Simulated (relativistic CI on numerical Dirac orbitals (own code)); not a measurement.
# Hyperfine structure of Ba XXV, mass number 137

Calculated at this level of theory: Dirac-Coulomb-Breit CI, KLI orbitals optimised for each configuration, model QED, unscaled Slater integrals (own radial code, finite nucleus).

Configuration list (outside the closed core [Ar] 3d10): 4s2.4p2, 4s.4p3, 4s2.4p.4d, 4p4, 4s.4p2.4d, 4s2.4p.4f, 4s.4p2.4f, 4p3.4d, 4s.4p.4d2, 4s2.4d.4f, 4p3.4f, 4s2.4d2, 4s.4d3, 4s.4d2.4f, 4p2.4d2, 4p.4d3, 4p.4d2.4f, 4s2.4f2, 4s.4d.4f2, 4s.4f3, 4p2.4f2, 4p.4d.4f2, 4p.4f3, 4s.4p.4d.4f. Double excitations out of closed p, d and f shells are left out; levels of such configurations are missing from the list, as are those of other unlisted configurations, and high levels can miss mixing partners.

Nuclear spin I = 3/2, μ = 0.9375 μN, Q = 0.236 b (tables of Stone and Pyykkö). The electronic factors are computed for point nuclear moments, without core polarisation or the Bohr-Weisskopf and QED corrections.

| Level | E (eV) | A (MHz) | B (MHz) |
| --- | --- | --- | --- |
| 4s2.4p2 3P_1 | 17.588 | -4331 | 4030 |
| 4s2.4p2 1D_2 | 20.340 | 26320 | 5230 |
| 4s2.4p2 3P_2 | 40.012 | 12010 | 2810 |
| 4s.4p3 5S°_2 | 70.507 | 65520 | 4160 |
| 4s.4p3 3D°_1 | 80.648 | -37690 | 6880 |
| 4s.4p3 3D°_2 | 87.769 | 46570 | 6630 |
| 4s.4p3 3D°_3 | 92.661 | 57870 | -592 |
| 4s.4p3 3P°_1 | 100.871 | 56290 | -7360 |

Levels with J = 0, under 50 % of one LS term, or S terms without an open s electron are left out. Small factors come from cancelling terms and can be off by tens of per cent or more.

At this charge energies of transitions that change n are usually good to better than 1 %, and those within a shell (Δn = 0) to a few per cent.

Question: Give the hyperfine levels of 4s2.4p2 1D_2 relative to its centre of gravity.

Answer: With K = F(F + 1) − I(I + 1) − J(J + 1), E = AK/2 + B[¾K(K + 1) − I(I + 1)J(J + 1)]/[2I(2I − 1)J(2J − 1)]: F = 1/2: -113900, F = 3/2: -78970, F = 5/2: -16430, F = 7/2: 80280 MHz.

LS names give the leading component of a level, which can be under half, so a name can repeat, a term be missing and a line seem to break the LS rules.
